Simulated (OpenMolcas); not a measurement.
**Multiconfigurational calculation on Cl3+**

Input:

```
&GATEWAY
Coord
1

Cl 0.0 0.0 0.0
Basis=ANO-R1
Group=XYZ
NoMove
AngMom=0.0 0.0 0.0
AMFI
&SEWARD
&RASSCF
FileOrb=start.orb
Symmetry=1
Spin=3
nActEl=2 0 0
Inactive=3 3
Ras2=0 3
CIRoot=3 3 1
SDav=3
CIMx=300
Iter=120 100
PrWF=0.3
OrbListing=Nothing
MaxOrb=0
Atom
>>> COPY $Project.JobIph JOB001
&RASSCF
FileOrb=start.orb
Symmetry=1
Spin=1
nActEl=2 0 0
Inactive=3 3
Ras2=0 3
CIRoot=6 6 1
SDav=6
CIMx=300
Iter=120 100
PrWF=0.3
OrbListing=Nothing
MaxOrb=0
Atom
>>> COPY $Project.JobIph JOB002
&RASSI
NrOfJobIphs=2 3 6
1 2 3
1 2 3 4 5 6
IphNames
JOB001
JOB002
EJob
SpinOrbit
DIPRint=1.0
SOCoupling=1000.0
Subsets=2
MEES
Property=10
'ANGMOM' 1 'ANGMOM' 2 'ANGMOM' 3 'MLTPL  1' 1 'MLTPL  1' 2 'MLTPL  1' 3
'AMFI' 1 'AMFI' 2 'AMFI' 3 'MLTPL  2' 6
SOProperty=3
'ANGMOM' 1 'ANGMOM' 2 'ANGMOM' 3
```

Launched by
```bash
OMP_NUM_THREADS=1 MOLCAS_MEM=2252 MOLCAS_PROJECT=a pymolcas a.inp > a.log  # once for each step of the input, in one work folder
```

A driver script runs the steps one by one and writes start.orb anew before each from the orbitals found so far.

Output, cut to the results:

```
--- SEWARD ---
Basis set label: CL.ANO-R...4S3P1D.

      Electronic valence basis set:
      ------------------
      Associated Effective Charge  17.000000 au
      Associated Actual Charge     17.000000 au
      Nuclear Model: Finite nucleus - Gaussian distribution
        Gaussian exponent, Xi/bohr**(-2):  3.84638E+08

      Shell  nPrim  nBasis  Cartesian Spherical Contaminant
         s      17       4        X
         p      11       3        X
         d       7       1                 X
                  Relativistic X2C integrals
                  Atomic mean-field integrals
--- RASSCF ---
Wave function specifications:
      -----------------------------

      Number of closed shell electrons          12
      Number of electrons in active shells       2
      Max number of holes in RAS1 space          0
      Max nr of electrons in RAS3 space          0
      Number of inactive orbitals                6
      Number of active orbitals                  3
      Number of secondary orbitals               9
      Spin quantum number                      1.0
      State symmetry                             1
Orbital specifications:
      -----------------------

      Symmetry species                           1   2
                                                ag  au
      Frozen orbitals                            0   0
      Inactive orbitals                          3   3
      Active orbitals                            0   3
      RAS1 orbitals                              0   0
      RAS2 orbitals                              0   3
      RAS3 orbitals                              0   0
      Secondary orbitals                         6   3
      Deleted orbitals                           0   0
      Number of basis functions                  9   9
      Number of CSFs                             3
      Number of root(s) required                 3
      Iter CI   SX   CI       RASSCF       Energy    max ROT     max BLB   max BLB  Level Ln srch  Step   QN
          iter iter root      energy       change     param      element    value   shift minimum  type update
 Nr of preliminary CI iterations:   1
        1   1    6    0  -458.06736833    0.00E+00   1.86E-01*   3   4 1  2.40E-01*  0.00   0.00    SX    NO
        2   1    5    0  -458.17619692   -1.09E-01* -7.64E-03    3   4 1  2.77E-02*  0.00   0.00    SX    NO
        3   1    4    0  -458.17661832   -4.21E-04*  1.07E-03    3   4 1  3.89E-03*  0.00   0.00    SX    NO
        4   1    4    0  -458.17662323   -4.91E-06* -1.37E-04    3   4 1  4.97E-04*  0.00   0.00    SX    NO
        5   1    3    0  -458.17662331   -8.19E-08* -2.13E-05    3   4 1  6.68E-05   0.00   1.14    QN   YES
        6   1    2    0  -458.17662331   -1.42E-09   5.72E-07    1   7 2  7.08E-07   0.00   0.99    QN   YES
      Convergence after  6 iterations
        7   1    2    0  -458.17662331   -9.09E-13   5.72E-07    1   4 1  1.46E-07   0.00   0.99    QN   YES
      Natural orbitals and occupation numbers for root  1
      sym 2:   1.000000   0.000000   1.000000
      Natural orbitals and occupation numbers for root  2
      sym 2:   1.000000   1.000000   0.000000
      Natural orbitals and occupation numbers for root  3
      sym 2:   0.000000   1.000000   1.000000
::    RASSCF root number  1 Total energy:   -458.17662331
::    RASSCF root number  2 Total energy:   -458.17662331
::    RASSCF root number  3 Total energy:   -458.17662331
--- RASSCF ---
Wave function specifications:
      -----------------------------

      Number of closed shell electrons          12
      Number of electrons in active shells       2
      Max number of holes in RAS1 space          0
      Max nr of electrons in RAS3 space          0
      Number of inactive orbitals                6
      Number of active orbitals                  3
      Number of secondary orbitals               9
      Spin quantum number                      0.0
      State symmetry                             1
Orbital specifications:
      -----------------------

      Symmetry species                           1   2
                                                ag  au
      Frozen orbitals                            0   0
      Inactive orbitals                          3   3
      Active orbitals                            0   3
      RAS1 orbitals                              0   0
      RAS2 orbitals                              0   3
      RAS3 orbitals                              0   0
...
--- RASSI ---
SPIN-FREE ENERGIES:
  (Shifted by EMIN (a.u.) =       -458.1766233128)

 SF State       Relative EMIN(au)   Rel lowest level(eV)    D:o, cm**(-1)      L_eff

     1             0.0000000000        0.0000000000              0.0000         1.0
     2             0.0000000000        0.0000000000              0.0000         1.0
     3             0.0000000000        0.0000000000              0.0000         1.0
     4             0.0723226099        1.9679984710          15872.9781         2.0
     5             0.0723226099        1.9679984710          15872.9781         2.0
     6             0.0723226099        1.9679984710          15872.9781         2.0
     7             0.0723226099        1.9679984710          15872.9781         2.0
     8             0.0723226099        1.9679984710          15872.9781         2.0
     9             0.1801645161        4.9025262341          39541.5407         0.0
     Dipole printing threshold changed to   1.00000000E+00
Eigenvalues of complex Hamiltonian:
   -----------------------------------
  (Shifted by EMIN (a.u.) =       -458.1766233128)

 SO State       Relative EMIN(au)   Rel lowest level(eV)    D:o, cm**(-1)     J-value

     1            -0.0042807010        0.0000000000              0.0000         0.0
     2            -0.0020510236        0.0606726114            489.3576         0.6
     3            -0.0020510236        0.0606726114            489.3576         1.0
     4            -0.0020510236        0.0606726114            489.3576         0.6
     5             0.0019339883        0.1691103102           1363.9666         1.1
     6             0.0019339883        0.1691103102           1363.9666         1.8
     7             0.0019339883        0.1691103102           1363.9666         1.3
     8             0.0019339883        0.1691103102           1363.9666         1.8
     9             0.0019339883        0.1691103102           1363.9666         1.7
...
```

The J values that RASSI prints are effective ones from its own formula and need not be integers or half-integers; the table below assigns J from the states.

Levels above the lowest, from the spin-orbit matrix, grouped by J:

```
Configuration  Term  J  E (cm⁻¹)  Measured (cm⁻¹)  Term weight %
      3s² 3p²    ³P  0       0.0              0.0            100
      3s² 3p²    ³P  1       489              491            100
      3s² 3p²    ³P  2      1364             1341            100
      3s² 3p²    ¹D  2     16838            13766            100
      3s² 3p²    ¹S  0     40520            32550            100
```

Against the 4 measured excited levels shown (Moore, Atomic Energy Levels, vol. I, NSRDS-NBS 35 (1971 reprint of NBS Circular 467, 1949)) the mean absolute deviation is 2800 cm-1; the largest miss in energy is 3s² 3p² ¹S₀: computed 40520, measured 32550 cm⁻¹ (+24.5 %).

With the s shell closed, the reference lacks s² → p² mixing. The basis is small and was not contracted for so high a charge. Measured partners are found by configuration, term and J. A level has none where our copy of the source lacks it or the pairing is in doubt (some pairs that miss far off the trend of their configuration count as doubtful), and it then counts in no deviation. Only configurations of the active space appear.

The RASSCF and RASSI steps took 1.5 s on 1 thread of Intel(R) Xeon(R) 6975P-C (Granite Rapids), on a shared host; the integral step is not counted.

The term weight is that of the spin-free term in the level, not the purity of its configuration.
